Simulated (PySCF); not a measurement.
Stepwise substitution at one centre (Sn NH2-OCH3). Isolated molecules, 0 K electronic values unless said otherwise. One relaxed conformer stands for each flexible species; it need not be the lowest. Strings in code marks are SMILES.

The brightest of the four lowest singlets (TDA) from two functionals at the same geometries (PBE0-D4/def2-SVP), both in PySCF: PBE-D3(BJ)/def2-TZVP and B3LYP-D3(BJ)/def2-TZVP. B3LYP has the VWN-RPA correlation part, as in Gaussian. Excitations are Tamm–Dancoff values on a coarser integration grid. The basis has no diffuse functions, so Rydberg states are missing or too high.

```json
[
 {"species": "0 of 4 NH2 replaced by OCH3 (`[NH2][Sn]([NH2])([NH2])[NH2]`)", "PBE-D3(BJ)/def2-TZVP (eV)": "4.90"},
 {"species": "1 of 4 NH2 replaced by OCH3 (`C[O][Sn]([NH2])([NH2])[NH2]`)", "PBE-D3(BJ)/def2-TZVP (eV)": "4.97"},
 {"species": "2 of 4 NH2 replaced by OCH3 (`C[O][Sn]([NH2])([NH2])[O]C`)", "PBE-D3(BJ)/def2-TZVP (eV)": "4.69"},
 {"species": "3 of 4 NH2 replaced by OCH3 (`[O](C)[Sn]([O]C)([O]C)[NH2]`)", "PBE-D3(BJ)/def2-TZVP (eV)": "4.66"}
]
```

**Question.** What does B3LYP-D3(BJ)/def2-TZVP give for each?

**Answer.** 
- 0 of 4 NH2 replaced by OCH3 (`[NH2][Sn]([NH2])([NH2])[NH2]`): 5.53
- 1 of 4 NH2 replaced by OCH3 (`C[O][Sn]([NH2])([NH2])[NH2]`): 5.66
- 2 of 4 NH2 replaced by OCH3 (`C[O][Sn]([NH2])([NH2])[O]C`): 5.31
- 3 of 4 NH2 replaced by OCH3 (`[O](C)[Sn]([O]C)([O]C)[NH2]`): 5.26
Over these rows, drawn at random from the members with no instability flagged (it was tested for open shells, ions and some series alone), PBE minus B3LYP-D3(BJ): mean -0.63 eV, from -0.68 eV to -0.60 eV.
